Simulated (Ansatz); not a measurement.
This geometry of C2H4FIn (8 atoms, charge 0, multiplicity 1) is a first-order saddle point.

All numbers below come from Ansatz, RKS PBE0/def2-SVP.

```xyz
8
Properties=species:S:1:pos:R:3
C -0.805 1.283 0.268
C 0.141 0.623 -0.408
In 0.792 -1.355 0.074
F -0.312 -2.739 -0.801
H -1.330 0.863 1.133
H -1.116 2.296 -0.020
H 0.608 1.123 -1.266
H 2.021 -2.093 1.018
```

Q: Which two structures does it join? (They come from a converged band through this point; their orientation in space is the band's.)

A: No bond is made or broken. The dihedral C1–C2–In3–F4 goes from 0 to 180°.

Image 0:

```xyz
8
Properties=species:S:1:pos:R:3
C -0.911 1.079 -0.027
C 0.374 0.759 -0.229
In 0.919 -1.272 0.064
F -0.773 -2.157 0.588
H -1.647 0.324 0.274
H -1.282 2.104 -0.155
H 1.089 1.533 -0.530
H 2.230 -2.370 0.014
```

Image 8:

```xyz
8
Properties=species:S:1:pos:R:3
C -1.065 1.141 0.009
C 0.174 0.672 -0.182
In 0.692 -1.370 0.129
F 2.594 -1.726 -0.258
H -1.896 0.507 0.340
H -1.318 2.197 -0.157
H 0.957 1.364 -0.516
H -0.138 -2.784 0.635
```

Q: How far does it lie above each of them?

A: 3.2 kcal/mol above the first and 2.4 kcal/mol above the second. This is the barrier of this one path; another mechanism may lie lower.

The run took 7.3 min on 1 thread of Arm Neoverse V1 (shared host), peak memory 0.2 GiB.
